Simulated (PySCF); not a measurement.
Al(Me)3 (C3H9Al), SMILES [CH3][Al]([CH3])[CH3]. Heavy atoms are numbered as in [Al:1]([CH3:2])([CH3:6])[CH3:10]. Hydrogens are named by the atom that carries them.

Coordinates come from a B3LYP-D3(BJ)/def2-SVP optimisation. The isomer is the one that the SMILES or the coordinates give; other isomers of the formula were not compared.

These are M06-2X/def2-TZVP (PySCF) values and carry that method's errors.

Atomic charges (e), one atom of each kind:

| atom | meta-Löwdin | Mulliken | Löwdin |
|---|---|---|---|
| Al1 | ___ | 0.69 | 0.28 |
| C2 (CH3) | ___ | -0.68 | -0.50 |
| H on C2 | ___ | 0.15 | 0.14 |

**Question.** Fill in the missing entries. (An estimate is asked for; the answer gives what the named calculation found.)

**Answer.** 
- Al1, meta-Löwdin: 0.89
- C2 (CH3), meta-Löwdin: -0.66
- H on C2, meta-Löwdin: 0.12
